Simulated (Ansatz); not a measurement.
H₈Si₂Sn (`[SiH3][SnH2][SiH3]`), relaxed with RKS PBE0-D4/def2-TZVP in Ansatz from a PBE-D4/def2-SVP geometry. The force threshold is 0.005 eV/Å; the program also tests the step.

Charge 0, multiplicity 1. Sn takes the def2 core potential.

Start:

```xyz
11

Si    0.368    0.553    2.054
Sn   -0.604   -0.865    0.123
Si    0.113    0.136   -2.151
H    -0.022   -0.005    3.396
H    -0.141    1.967    1.954
H     1.871    0.579    1.961
H    -0.042   -2.499    0.249
H    -2.332   -0.904    0.232
H    -0.385    1.553   -2.265
H     1.615    0.148   -2.252
H    -0.441   -0.662   -3.301
```

```tsv
step	energy (eV)	largest force (eV/Å)	largest move (Å)
1	-21710.7111	0.310	0.000
2	-21710.7309	0.247	0.064
3	-21710.7395	0.056	0.033
4	-21710.7403	0.011	0.011
5	-21710.7403	0.004	0.007
6	-21710.7404	0.004	0.010
```

End:

```xyz
11

Si    0.365    0.548    2.051
Sn   -0.586   -0.841    0.119
Si    0.110    0.132   -2.147
H    -0.034   -0.021    3.365
H    -0.137    1.945    1.963
H     1.850    0.573    1.972
H    -0.034   -2.454    0.245
H    -2.293   -0.881    0.227
H    -0.385    1.529   -2.270
H     1.592    0.143   -2.258
H    -0.448   -0.672   -3.267
```

Hardware: 4 threads of a server CPU on a shared host. Wall time 13 s, peak host memory 0.48 GiB.
